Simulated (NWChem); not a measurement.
Molecule: CH₄O₂Si; SMILES O=C[SiH2]O

```xyz
8

O     -0.5526     1.7092     0.0000
C      0.5415     1.1629     0.0000
Si     0.5364    -0.7703     0.0000
O     -1.0858    -1.1050     0.0000
H      1.4620     1.7913     0.0000
H      1.2358    -1.2756    -1.2106
H      1.2358    -1.2756     1.2106
H     -1.5847    -0.2660     0.0000
```
Atoms are numbered in this order, from 1.

All runs: NWChem. Geometry: optimised at B3LYP/6-31G* (spherical d).

### Question
Taking Hartree-Fock/aug-cc-pVTZ as the yardstick, which of these has the fewest basis functions while keeping “dipole (D)” within 0.1 D of it: Hartree-Fock/cc-pVTZ; Hartree-Fock/aug-cc-pVDZ; Hartree-Fock/cc-pVDZ?

### Answer
Hartree-Fock/aug-cc-pVDZ (a larger set in the list lies outside the tolerance).
```csv
level,basis functions,dipole (D)
Hartree-Fock/cc-pVDZ,80,2.40
Hartree-Fock/aug-cc-pVDZ,132,2.59
Hartree-Fock/cc-pVTZ,180,2.44
Hartree-Fock/aug-cc-pVTZ,280,2.57
```

The yardstick is one finite set, not the basis-set limit.
